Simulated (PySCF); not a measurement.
```xyz
5
charge 0 multiplicity 1, angstrom
Sn    0.0000    0.0000    0.0000
Cl   -1.3375   -1.3375    1.3375
Cl   -1.3375    1.3375   -1.3375
Cl    1.3375    1.3375    1.3375
Cl    1.3375   -1.3375   -1.3375
```

Computed with PySCF, PBE0, basis Sn def2-SVP with ECP28, Cl def2-SVP (scalar-relativistic core potentials, no spin–orbit coupling, density fitting).

This geometry of SnCl₄ is a stationary point at this level.

Q: What is the point group?

A: Td.

Q: Is it a minimum?

A: Yes: all harmonic wavenumbers are real.

Q: List the harmonic modes with their infrared intensities.

A: 
```
symmetry  ω (cm⁻¹)  IR (km/mol, summed over degenerate members)
       e        95                                          0.0
      t2       124                                         34.9
      a1       361                                          0.0
      t2       408                                          178
```

Q: What are the dipole moment and the gap between the highest occupied and lowest empty levels?

A: 0.00 D and 6.20 eV.

In Td the vibrations span e + 2t2 + a1. The a1, e modes carry no infrared intensity, as symmetry demands.
